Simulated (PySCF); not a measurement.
Rh: ionisation energy

Rh [Kr] 4d8 5s1 (4F) → Rh⁺ [Kr] 4d8 (3F), as a difference of total energies. All numbers are calculated (PySCF 2.14, a scalar-relativistic core potential, in aug-cc-pVTZ-PP with ECP28MDF (6s6p5d3f2g, 88 functions)). Correlated levels: valence: 4s2 4p6 frozen. The calculations carry no spin-orbit coupling.

```
           method  ionisation energy (eV)  error (eV)
              UHF                   6.313      -1.166
              LDA                   8.217      +0.738
              PBE                   7.913      +0.434
             PBE0                   7.593      +0.114
           r2SCAN                   7.819      +0.340
           B2PLYP                   7.486      +0.007
          wB97M-V                   7.172      -0.307
          r2SCAN0                   7.585      +0.106
            M06-L                   7.254      -0.225
    MP2 (valence)                   7.303      -0.176
SCS-MP2 (valence)                   7.070      -0.409
```

Reference: 7.479 eV (measured; NIST levels, between the centres of gravity of the two terms).

Errors of the correlated levels include the incompleteness of this basis and the frozen core.
